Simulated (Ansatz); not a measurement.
# Strength of the Ge–O bond: CH6GeO3 → CH5GeO2 + OH

Species: CH6GeO3 `C[O][GeH]([OH])[OH]`, singlet; CH5GeO2 `C[O][GeH][OH]`, doublet; OH, doublet. 

Shapes, held fixed at every level: PBE0-D4/def2-TZVP. Flexible molecules stand in one conformer, not always the lowest. Programs: Ansatz 0.2.0. The zero-point and thermal change to 298 K, harmonic and unscaled (PBE0-D4/def2-TZVP), is -13.2 kJ/mol.

```csv
level,kind,ΔH(298 K) (kJ/mol),less CCSD(T)/def2-TZVPP,CPU time (sum over the molecules)
PBE-D4/def2-TZVPP,GGA,+434.7,-20.6,23 s
PBE0-D4/def2-TZVPP,global hybrid,+434.7,-20.6,29 s
wB97M-V/def2-TZVPP,range-separated hybrid,+448.2,-7.1,96 s
wB97X-V/def2-TZVPP,range-separated hybrid,+453.1,-2.2,70 s
B2PLYP/def2-TZVPP,double hybrid,+441.2,-14.1,51 s
MP2/def2-SVP,perturbation theory,+468.5,+13.2,–
CCSD/def2-SVP,coupled cluster or CI,+433.9,-21.4,–
CCSD(T)/def2-TZVPP,coupled cluster or CI,+455.3,0.0,43 min
```

The highest level, CCSD(T)/def2-TZVPP, gives ΔH(298 K) = +455.3 kJ/mol; the levels span +433.9 to +468.5. The column of differences is taken from that level and isn't an error. No measured value is set beside it here. Open shells run unrestricted unless RO is named. Relativity is left out for Ge unless named. Correlated rows may include outer-core shells of Ge, which these sets cover unevenly. Times are processor times on shared x86 and Arm servers, and rough.
